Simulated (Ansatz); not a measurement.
`C[Si]1(Br)CO1` → `Br[SiH]1CO1` + `[CH2]` (triplet) at 298.15 K and 1 bar (formal loss of a carbene).

Calculated with Ansatz (gas phase, PBE0-D4/def2-TZVP geometries, no zero-point term in ΔE). CCSD(T)/CBS is the MP2 limit (def2-TZVPP, def2-QZVPP) plus CCSD(T) − MP2 in def2-TZVPP, frozen cores. This one scheme is used for every species. Triplets are unrestricted, without spin–orbit coupling. For Br outer-core shells are correlated without core-valence functions, which leaves a few kJ/mol of doubt a bond. Scalar relativity is left out up to krypton.

```csv
species,CCSD(T)/CBS energy (Eh),H − E (kJ/mol),S (J/(mol·K))
`C[Si]1(Br)CO1`,-3016.73548,202.2,348.8
`Br[SiH]1CO1`,-2977.45276,121.8,309.9
`[CH2]` (triplet),-39.09499,55.4,195.3
```

H − E and S are ideal-gas, rigid-rotor, harmonic terms from PBE0-D4/def2-TZVP, for one conformer and one mirror image of each species, with the whole ground term of open shells counted as degenerate. 1 Eh = 2625.50 kJ/mol, R = 8.31446 J/(mol·K).

By hand: ΔE, ΔH, ΔS and ΔG.

ΔE = (-2977.45276) + (-39.09499) − (-3016.73548) = 0.18773 Eh = 492.9 kJ/mol. Δ(H − E) = 121.8 + 55.4 − 202.2 = -25.0, so ΔH = 467.9 kJ/mol. ΔS = 309.9 + 195.3 − 348.8 = 156.4 J/(mol·K). ΔG = 467.9 − 298.15 × (156.4)/1000 = 421.3 kJ/mol.

By hand: the equilibrium constant, and the temperature at which ΔG would vanish if ΔH and ΔS stayed fixed.

log₁₀ K = −ΔG/(RT ln 10) = -73.8. ΔG = 0 at ΔH/ΔS = 2992 K, far beyond where these terms or the molecules hold.

The number of gas molecules changes by +1, which sets the sign of ΔS. A doubt of 5 kJ/mol in ΔE shifts log₁₀ K by 0.9 here. Other conformers and mirror images would add mixing entropy, several J/(mol·K) or more a flexible species. A triplet takes part, so the spin changes. These are equilibria of isolated gas molecules and say nothing of rates. Largest T1 diagnostic: 0.011 (customary marks: 0.02 for closed shells, 0.045 for open ones).
